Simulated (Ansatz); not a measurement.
CH4N (SMILES [CH2]N) moved off its minimum; all values from Ansatz (a quantum-chemistry and plane-wave program), cores frozen in correlated methods. Open shells are unrestricted.
(charge 0, multiplicity 2)
```xyz
6

C     -0.7300     0.0523    -0.2139
N      0.6120    -0.0205     0.1498
H     -1.3767    -0.8485    -0.0235
H     -1.1228     1.0372     0.0572
H      1.2538     0.6244    -0.1235
H      1.0116    -0.8914    -0.0656
```

Give the forces (eV/Å), the total energy and the dipole at CCSD(T)/cc-pVTZ.


| atom | Fx | Fy | Fz |
|---|---|---|---|
| C1 | -0.798 | 0.459 | 0.455 |
| N2 | -1.646 | -2.519 | 1.150 |
| H3 | 0.940 | 1.039 | -0.167 |
| H4 | -0.424 | -0.394 | -0.358 |
| H5 | 1.464 | 2.845 | -0.999 |
| H6 | 0.463 | -1.429 | -0.082 |
Energy -95.0290 hartree, dipole 1.16 D.
